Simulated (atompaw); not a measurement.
**Scattering properties, PAW (atompaw) potential for Co (Z = 27)**

Co (Z = 27), PAW, made with atompaw 4.2.0.5 (PBE, scalar-relativistic). Core [Ar], reference 3d6 4s0 4p0 (charge +3). Waves: 4s (bound, empty): rc 2.25 bohr; 4s channel at -1.4 Ry: rc 2.25 bohr; 4p (bound, empty): rc 2.25 bohr; 4p channel at 1.75 Ry: rc 2.25 bohr; 3d (bound): rc 1.05 bohr; 3d channel at -3 Ry: rc 1.05 bohr. Local part: bessel scheme, radius 1.80 bohr. Core correction: smooth core density matched at 1.90 bohr. Augmentation charge: sinc compensation charge, radius 1.65 bohr; PAW radius 2.25 bohr; waves and projectors: custom polynom2 7 10 vanderbiltortho.

The phase is arctan(r·u′/u) with u = r·R(r), unwrapped; energies in Ry, scanned from -5 to 5 Ry. A pole is an energy at which the radial function vanishes at the test radius. The pseudo phase is shifted by a multiple of π to meet the all-electron one at the reference energy, and phase errors are pseudo minus all-electron; the curves can meet again beyond the range given. Levels narrower than the energy grid can be missing from the lists of poles.

```tsv
channel	radius (bohr)	reference energy (Ry)	poles, all-electron	poles, pseudo	unbroken range about the reference energy with phases within 0.05 rad	phase error 1 Ry above the reference energy (rad)
s	2.26	-2.38	0.02	0.02, 3.93	below 2.6	+0.000
p	2.26	-1.82	1.22	1.22	below 4.6	-0.001
d	2.26	-3.32	-3.19, 3.16	-3.19, 3.33	the whole range	+0.000
```

A Bessel basis up to 400 Ry misses an occupied level by 0.20 Ry, so cutoffs and ghosts were not judged.

Phases in the p channel:

| E (Ry) | all-electron | pseudo |
| --- | --- | --- |
| -5.00 | 1.289 | 1.285 |
| -4.52 | 1.256 | 1.253 |
| -4.04 | 1.212 | 1.210 |
| -3.56 | 1.148 | 1.146 |
| -3.08 | 1.044 | 1.042 |
| -2.60 | 0.850 | 0.849 |
| -2.12 | 0.422 | 0.422 |
| -1.64 | -0.379 | -0.379 |
| -1.16 | -0.982 | -0.983 |
| -0.68 | -1.253 | -1.254 |
| -0.20 | -1.389 | -1.390 |
| 0.28 | -1.472 | -1.472 |
| 0.76 | -1.529 | -1.529 |
| 1.24 | -1.573 | -1.573 |
| 1.72 | -1.609 | -1.609 |
| 2.20 | -1.643 | -1.643 |
| 2.68 | -1.677 | -1.677 |
| 3.16 | -1.713 | -1.715 |
| 3.64 | -1.755 | -1.761 |
| 4.12 | -1.809 | -1.825 |
| 4.60 | -1.887 | -1.930 |
